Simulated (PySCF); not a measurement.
# Computed beside measured shifts

System: anthracene (C14H10), SMILES c1ccc2cc3ccccc3cc2c1.

Atom-mapped SMILES (hydrogens are numbered by the atom that bears them): [cH:1]1[cH:2][cH:3][c:4]2[cH:5][c:6]3[cH:7][cH:8][cH:9][cH:10][c:11]3[cH:12][c:13]2[cH:14]1

Level of theory: GIAO KT3/pcSseg-2, gas phase, PySCF SCF with an in-house response code, fitting set def2-universal-JFIT, grid level 2, non-relativistic, geometry: PBE0-D3(BJ)/def2-SVP.

One optimised conformer. Values are averaged over the atoms that symmetry or fast rotation interchanges, on this one geometry and without vibrational averaging. Shifts are the reference shielding less the shielding here, at the same level (13C, 1H against isolated TMS); nuclei without a reference have shieldings only.

Problem. What shifts does this level give for H on 3/7/10/14, H on 1/2/8/9, H on 5/12, C4/6/11/13, C3/7/10/14, C1/2/8/9, C5/12, H on 3/7/10/14, H on 1/2/8/9, H on 5/12, C4/6/11/13, C3/7/10/14, C1/2/8/9, C5/12, and how do they compare with measurement?

Solution. 
```csv
atom,nucleus,computed / ppm,measured / ppm,computed less measured,measured against,medium of the measurement
H on 3/7/10/14,1H,8.05,8.01,0.04,TMS,CDCl3
H on 1/2/8/9,1H,7.51,7.46,0.05,TMS,CDCl3
H on 5/12,1H,8.39,8.43,-0.04,TMS,CDCl3
C4/6/11/13,13C,129.1,131.7,-2.6,TMS,CDCl3
C3/7/10/14,13C,127.0,128.2,-1.2,TMS,CDCl3
C1/2/8/9,13C,123.3,125.3,-2.0,TMS,CDCl3
C5/12,13C,124.5,126.2,-1.7,TMS,CDCl3
H on 3/7/10/14,1H,8.05,7.92,0.13,TMS,CCl4
H on 1/2/8/9,1H,7.51,7.38,0.13,TMS,CCl4
H on 5/12,1H,8.39,8.34,0.05,TMS,CCl4
C4/6/11/13,13C,129.1,131.5,-2.4,TMS,CCl4
C3/7/10/14,13C,127.0,127.9,-0.9,TMS,CCl4
C1/2/8/9,13C,123.3,124.8,-1.5,TMS,CCl4
C5/12,13C,124.5,125.9,-1.4,TMS,CCl4
```

Measured values: Stadelmann, Balmer, Riniker, Ebert, PCCP 2022.
